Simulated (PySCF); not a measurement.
# Basis-set dependence of TlCl at PBE0

PySCF, UKS reference; singlet, unpaired electrons none; De to Tl + Cl without counterpoise correction.

| basis | relativity | functions | Re (Å) | ωe (cm⁻¹) | De (eV) | μ (D) |
| --- | --- | --- | --- | --- | --- | --- |
| def2-SVP | scalar-relativistic core potentials | 44 | 2.519 | 298 | 4.33 | -4.16 |
| cc-pVDZ-PP/cc-pV(D+d)Z | scalar-relativistic core potentials | 46 | 2.533 | 283 | 4.31 | -4.65 |
| def2-SVPD | scalar-relativistic core potentials | 59 | 2.552 | 278 | 4.43 | -5.04 |
| cc-pVTZ-PP/cc-pV(T+d)Z | scalar-relativistic core potentials | 78 | 2.511 | 280 | 4.37 | -4.53 |
| x2c-TZVPPall | spin-free X2C | 125 | 2.496 | 285 | n/a | -4.41 |

Problem. How does each smaller set differ from the one with most functions, x2c-TZVPPall?

Solution. def2-SVP: +2.3 pm, +4.6 % in ωe; cc-pVDZ-PP/cc-pV(D+d)Z: +3.7 pm, -0.7 % in ωe; def2-SVPD: +5.6 pm, -2.5 % in ωe; cc-pVTZ-PP/cc-pV(T+d)Z: +1.5 pm, -1.8 % in ωe. All at PBE0; the set with most functions is neither the basis-set limit nor always the best. The rows treat relativity differently, so the differences are not basis effects alone.

A positive dipole means Tl(−)Cl(+). Spin–orbit coupling is left out, which matters for elements this heavy, above all for dissociation energies.
